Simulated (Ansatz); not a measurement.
H4Si2 (SMILES [SiH][SiH3]) moved off its minimum; all values from Ansatz (an electronic-structure program), cores frozen in correlated methods.
(charge 0, multiplicity 1)
```xyz
6

Si     0.0515     1.1328     0.7762
H     -0.3781     1.9560    -0.5260
Si     0.0329    -0.9209    -0.5814
H      1.0018    -0.6889    -1.7213
H     -1.3271    -1.1165    -1.2822
H      0.3706    -2.2222    -0.0469
```

```tsv
level	largest force (eV/Å)	on atom	rms difference from CCSD(T)/aug-cc-pV(T+d)Z (eV/Å)	dipole (D)
HF/def2-TZVPP	1.82	Si3	0.137	0.57
PBE/def2-TZVPP	1.60	Si3	0.158	0.51
r2SCAN/def2-TZVPP	1.64	Si3	0.060	0.45
B3LYP/def2-TZVPP	1.63	Si3	0.026	0.68
wB97M-V/def2-TZVPP	1.70	Si3	0.049	0.82
MP2/aug-cc-pV(T+d)Z	1.74	Si3	0.069	0.64
CCSD(T)/aug-cc-pV(T+d)Z	1.65	Si3	0.000	0.64
```

The differences count from one level among others, with limits of its own. Forces at CCSD(T)/aug-cc-pV(T+d)Z (eV/Å):

```csv
atom,Fx,Fy,Fz
Si1,-0.235,0.011,-0.914
H2,0.254,-0.608,0.762
Si3,-0.691,0.872,-1.223
H4,-0.155,0.020,0.327
H5,0.620,0.206,0.467
H6,0.208,-0.501,0.581
```

Doubts at one or more of the structures used: a restricted determinant that unrestricted orbitals would lower (MP2/aug-cc-pV(T+d)Z, CCSD(T)/aug-cc-pV(T+d)Z).
